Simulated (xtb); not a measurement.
The xtb input:
```
$ xtb coord --gfn 2 --json

# file coord
$coord
     -0.0000000000       0.0000000000      -0.0000000000  si
      1.6192518543       1.5723917298       1.5890738918  h
     -1.6192225068      -1.5630498309       1.5982934121  h
     -1.5677422287       1.6145593242      -1.5984150348  h
      1.5677128813      -1.6239012231      -1.5889522691  h
$end
```

**Question.** Estimate the total energy that GFN2-xTB in xtb returns for this input.

**Answer.** -3.7639 Eh

**Question.** What HOMO-LUMO gap does GFN2-xTB give?

**Answer.** 6.71 eV

**Question.** Estimate the dipole moment that GFN2-xTB returns for this input.

**Answer.** 0.00 D

**Question.** What partial charges in atom order does GFN2-xTB give?

**Answer.** Si1 0.43, H2 -0.11, H3 -0.11, H4 -0.11, H5 -0.11
